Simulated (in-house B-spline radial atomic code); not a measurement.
A run on an ion of nuclear charge 27 with 27.8 electrons that did not converge. Method: scalar-relativistic (X2C) BHandHLYP, spin-polarised, spherical fractional occupations, Fermi nucleus of rms radius 3.7875 fm; computed with a B-spline radial code for spherical atoms.

Command:
```bash
python run_scf.py task.json out
```
Settings (nuclear radius in fm, mass in u):
```
Z                27
configuration    [Ar] 3d7.8 4s2
hamiltonian      x2c
method           bhandhlyp
spin_polarised   True
nucleus          fermi
rms_radius       3.7875
atomic_mass      58.93319
speed_of_light   137.035999084
```

First and last ten iterations of the last attempt (damped for 15 steps, keeping 80 % of the old Fock matrix, then DIIS):
```
 iter        energy (Eh)    residual
    1       -1391.107171    3.47e-01
    2       -1389.856007    3.03e-01
    3       -1391.848972    1.73e-01
    4       -1392.674617    9.03e-02
    5       -1392.948331    4.03e-02
    6       -1390.880028    1.22e-01
    7       -1392.657736    8.42e-02
    8       -1392.926642    3.72e-02
    9       -1393.004913    1.39e-02
   10       -1393.023648    8.36e-03
  111       -1390.918480    1.21e-01
  112       -1390.917998    1.21e-01
  113       -1392.973559    2.54e-02
  114       -1392.968071    2.67e-02
  115       -1390.756403    1.27e-01
  116       -1390.768239    1.27e-01
  117       -1390.793753    1.26e-01
  118       -1390.793623    1.26e-01
  119       -1390.804404    1.25e-01
  120       -1390.804742    1.25e-01
 not converged after 120 iterations
```

The smallest residual met was 8.4e-03; the threshold is about 3e-07. No energy from this run should be used. The likely cause: this method binds the added charge weakly or not at all at the basis-set limit, so charge moves back and forth between the atom and the box. Time taken, with all properties: 4.3 s on 1 thread of Arm Neoverse V1, with other jobs on the host.
